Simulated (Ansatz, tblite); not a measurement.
Potential energy curve for cyclohexasilane, SMILES [SiH2]1[SiH2][SiH2][SiH2][SiH2][SiH2]1. The Si1–H18 bond (Si1 also carries H, Si, Si; H18 carries nothing else) is varied alone, starting from the PBE0/def2-SVP optimised geometry.

Levels: GFN2-xTB, 300 K electronic temperature (tblite); UKS-PBE0 = unrestricted PBE0/def2-SVP in Ansatz (a program for electronic structure).

Energies relative to the lowest point of each curve near equilibrium, in mEh; the last columns give the difference from UKS-PBE0:

| R / Å | GFN2-xTB | UKS-PBE0 | GFN2-xTB − UKS-PBE0 |
|---|---|---|---|
| 1.22 | 40.1 | 38.4 | 1.7 |
| 1.31 | 12.1 | 15.2 | -3.1 |
| 1.40 | 1.6 | 3.6 | -2.0 |
| 1.45 | 0.0 | 0.8 | -0.8 |
| 1.50 | 0.2 | 0.0 | 0.2 |
| 1.55 | 1.6 | 0.8 | 0.8 |
| 1.59 | 3.3 | 2.4 | 1.0 |
| 1.69 | 9.1 | 9.1 | 0.0 |
| 1.81 | 16.7 | 20.5 | -3.8 |
| 2.00 | 30.7 | 42.2 | -11.4 |
| 2.18 | 46.0 | 63.7 | -17.6 |
| 2.45 | 68.5 | 94.0 | -25.4 |
| 2.79 | 93.3 | 119.8 | -26.5 |
| 3.15 | 113.3 | 131.0 | -17.7 |
| 3.66 | 130.7 | 136.1 | -5.4 |
| 4.36 | 140.0 | 137.6 | 2.4 |

GFN2-xTB is furthest from UKS-PBE0 at 2.79 (-26.5 mEh, below); its mean absolute difference over the points is 7.5 mEh.

The unrestricted determinant behind UKS-PBE0 is spin-contaminated at 2.79 to 4.36 Å (<S²> up to 1.0, against 0.00 for a pure singlet).
